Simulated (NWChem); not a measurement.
System: NH₂SeF; SMILES N[Se]F

```xyz
5

Se     0.3774     0.0164     0.0000
F     -0.5396    -1.5220     0.0000
N     -0.8877     1.2493     0.0000
H     -1.4274     1.3810     0.8503
H     -1.4274     1.3810    -0.8503
```
Atoms are numbered in this order, from 1.

Geometry: optimised at PBE0/def2-SVP.

Spin-orbit effects, on the heavy nuclei and on their neighbours, are missing.

Q: Give the principal values of the shielding tensors (ppm) of Se1, F2, N3 from B3LYP/6-311G** (spherical d), GIAO (NWChem), with their diamagnetic and paramagnetic parts as GIAO splits them.

A: 
```tsv
atom	σ11	σ22	σ33	isotropic	diamagnetic	paramagnetic
Se1	-2208.0	274.3	964.3	-323.1	2995.0	-3318.1
F2	66.5	316.2	903.8	428.8	472.7	-43.9
N3	73.2	184.4	224.2	160.6	317.1	-156.5
```
